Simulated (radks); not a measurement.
Values are calculated unless marked as measured or tabulated.
The sulfur ion S3+, 13 electrons, occupied as [Ne] 3s2 3p1.

Level of theory: scalar-relativistic Kohn-Sham, LDA (Slater exchange, Perdew-Wang correlation), spin-polarised, spherical densities, point nucleus; open shells are filled with parallel spins first (a radial shooting solver on a logarithmic mesh with Libxc functionals).

Energy parts (hartree):
total: -395.33165
kinetic: 396.60139
electron-nucleus: -924.63904
Hartree: 155.81015
exchange-correlation: -23.10415

Orbitals (lengths in bohr, moments of r in powers of bohr; <r^-3> diverges for s and p1/2; r(max) is where P^2 peaks; r(90%) holds 90 % of the orbital's charge):
orbital,occ.,eigenvalue (hartree),r(max),r(90%),<r^-3>,<r^2>
1s up,1,-89.68538,0.06348,0.174,-,0.01270
1s down,1,-89.67717,0.06347,0.174,-,0.01270
2s up,1,-9.27951,0.3889,0.752,-,0.2741
2s down,1,-9.27017,0.3890,0.752,-,0.2736
2p up,3,-7.29201,0.3247,0.736,81.83,0.2438
2p down,3,-7.28045,0.3248,0.735,81.85,0.2433
3s up,1,-1.94479,1.335,2.25,-,2.629
3s down,1,-1.89166,1.334,2.26,-,2.650
3p up,1,-1.50760,1.434,2.49,8.893,3.159
3p down,0,-1.45675,1.436,2.52,8.796,3.211
3d up,0,-0.90812,1.617,3.08,0.5354,4.553
3d down,0,-0.86473,1.638,3.16,0.5205,4.774
4s up,0,-0.70422,3.254,4.92,-,13.29
4s down,0,-0.68918,3.300,4.99,-,13.71
4p up,0,-0.57414,3.641,5.54,2.347,16.72
4p down,0,-0.56237,3.704,5.64,2.266,17.31
4f up,0,-0.33184,3.986,6.97,0.02545,24.73
4f down,0,-0.32423,4.163,7.19,0.02251,26.48

The highest occupied level is 3p up at -41.024 eV. For comparison, the ionisation energy in NIST's Atomic Spectra Database is 47.22 eV (semi-empirical). In exact Kohn-Sham theory the highest level is minus the ionisation energy, but local and semilocal functionals leave it too shallow, through self-interaction and a potential that decays too fast; potentials with the right tail come closer.

Run on one thread of a shared host, so times are rough (Arm Neoverse V2): 0.12 s of CPU time, 0.12 s wall, 14 iterations on 2476 mesh points.
